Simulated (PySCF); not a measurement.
# Xenon: a sound run and one with changed settings

Sound run: Xe [Xe], Xe⁺ [Kr] 4d10 5s2 5p5. Calculation: PySCF 2.14, in def2-TZVP with the def2 core potential (28 electrons); scalar relativity through the core potential. In the sound run the correlated levels freeze 4s2 4p6 4d10 outside the core potential. The sound run starts from symmetry-adapted Hartree-Fock orbitals and uses a fine grid where one is needed.

A second run was set up differently.

```tsv
species	method	sound run (hartree)	changed run (hartree)	converged
Xe	MP2	-328.44335	-328.40370	yes
Xe	CCSD(T)	-328.46336	-328.41347	yes
Xe⁺	MP2	-327.99284	-327.94886	yes
Xe⁺	CCSD(T)	-328.01505	-327.95896	yes
```

Ionisation energy of Xe:

| method | sound run (eV) | changed run (eV) |
| --- | --- | --- |
| UHF | 11.466 | 11.466 |
| MP2 | 12.259 | 12.377 |
| SCS-MP2 | 12.187 | 12.334 |
| CCSD | 12.163 | 12.322 |
| CCSD(T) | 12.199 | 12.368 |

Task: What was changed?
A. a valence shell is frozen
B. too few SCF iterations
C. level shift left on
D. basis contracted for another Hamiltonian

Result: A. Freezing a valence shell removes pair correlation that changes on ionisation.
